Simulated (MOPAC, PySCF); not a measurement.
HAlF₂S, SMILES `[F][Al]([F])[SH]` (F–Al–S–H torsion 180°), neutral singlet in the gas phase. 

Cartesian coordinates (Å):
```xyz
5

F     -1.7703    -1.2592     0.1529
Al    -0.5907    -0.1093     0.0030
F     -1.0205     1.4700    -0.2512
S      1.4923    -0.6923     0.1423
H      1.8892     0.5908    -0.0470
```
Charge 0, spin multiplicity 1.

All levels are single points at this geometry (PBE-D3(BJ)/def2-TZVP); Pople sets use spherical d functions. Orbital energies aren't observables, and empty levels follow the basis.

PBE-D3(BJ)/def2-TZVP in PySCF gives HOMO (eV) = -7.11.

**Question.** Estimate the HOMO (eV) from each of these levels: BP86/6-31G* in PySCF; HF/3-21G in PySCF; HF/6-31G* in PySCF; HF/STO-3G in PySCF; AM1 in MOPAC.

**Answer.** 
| level | HOMO (eV) |
|---|---|
| BP86/6-31G* in PySCF | -7.04 |
| HF/3-21G in PySCF | -11.40 |
| HF/6-31G* in PySCF | -11.11 |
| HF/STO-3G in PySCF | -7.10 |
| AM1 in MOPAC | -10.22 |
